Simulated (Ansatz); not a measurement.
Cl$_{2}$H$_{2}$SSn (`[SH][SnH]([Cl])[Cl]`), relaxed with RKS PBE0-D4/def2-TZVP in Ansatz 0.2.0 from a PBE-D4/def2-SVP geometry. The force threshold is 0.005 eV/Å; the program also tests the step.

Charge 0, multiplicity 1. Sn: def2 effective core potential.

Start:

```xyz
6

S    -0.272   -1.967    0.025
Sn    0.081    0.422    0.236
Cl   -0.775    1.519   -1.678
Cl   -1.202    1.089    2.096
H     0.458   -2.005   -1.128
H     1.711    0.942    0.449
```

(1) How much energy does the relaxation release, and in how many steps? (Best estimate.)

(2) Which bonds change most? (Best estimate.)

(3) Give the relaxed structure. (An estimate is asked.)

## Answers

(1) The calculation gave: 0.06 eV, in 18 steps, 2 of them rejected.

(2) The calculation gave: Sn2–Cl3 from 2.366 to 2.316 Å; S1–Sn2 from 2.424 to 2.375 Å; Sn2–Cl4 from 2.356 to 2.309 Å; Sn2–H6 from 1.724 to 1.697 Å.

(3) The calculation gave: 
```xyz
6

S    -0.194   -1.934    0.061
Sn    0.106    0.415    0.251
Cl   -0.727    1.428   -1.658
Cl   -1.199    1.062    2.042
H     0.324   -1.949   -1.181
H     1.690    0.977    0.484
```
